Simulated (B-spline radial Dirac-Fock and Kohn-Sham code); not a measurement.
**Binding energies of Re⁴⁺ at several levels of theory**

System: the Re⁴⁺ ion, 1s2 2s2 2p6 3s2 3p6 3d10 4s2 4p6 4d10 4f14 5s2 5p6 5d2 6p1 (an excited configuration).

The density-functional columns are spherical, spin-unpolarised Dirac-Kohn-Sham results without Breit or QED terms: −ε is minus the orbital energy of the initial state and ΔSCF the difference of two total energies. The reference in the last column comes from ΔSCF Dirac-Fock with Breit, self-energy and vacuum polarisation, finite nucleus, configuration average. All numbers are from a radial atomic solver, in eV; a selection of levels is shown. The Kohn-Sham columns are given as differences from the reference. For the 1s level of heavy atoms much of the gap between ΔSCF and the reference is the Breit and QED part, -365.3 eV here; for other levels the error of the functional can be larger.

| level | LDA −ε − DF | LDA ΔSCF − DF | Dirac-Fock |
| --- | --- | --- | --- |
| 1s | -213.2 | +353.4 | 71736.5 |
| 2s | -163.1 | -57.9 | 12599.5 |
| 2p1/2 | -114.7 | +20.5 | 12023.5 |
| 2p3/2 | -129.3 | -13.4 | 10600.1 |
| 3s | -86.4 | -54.8 | 3003.7 |
| 3p1/2 | -68.5 | -34.7 | 2749.2 |
| 3p3/2 | -67.8 | -37.1 | 2436.3 |
| 3d3/2 | -46.0 | -9.2 | 2014.3 |
| 3d5/2 | -47.3 | -11.6 | 1947.7 |
| 4s | -47.3 | -31.7 | 695.2 |
| 4p1/2 | -39.5 | -24.0 | 588.6 |
| 4p3/2 | -39.5 | -24.7 | 515.6 |
| 4d3/2 | -27.2 | -12.6 | 340.3 |
| 4d5/2 | -27.2 | -12.8 | 326.8 |
| 4f5/2 | -10.5 | +3.0 | 104.7 |
| 4f7/2 | -10.6 | +2.7 | 102.3 |
| 5s | -13.4 | -4.0 | 148.1 |
| 5p1/2 | -8.1 | +0.8 | 112.2 |
| 5p3/2 | -8.1 | +0.3 | 100.5 |
| 5d | -5.6 | +1.3 | 55.60 |
| 6p | -2.1 | +1.6 | 35.07 |

Values without a named source are computed, but for edge energies of neutral atoms, which are taken from tables.
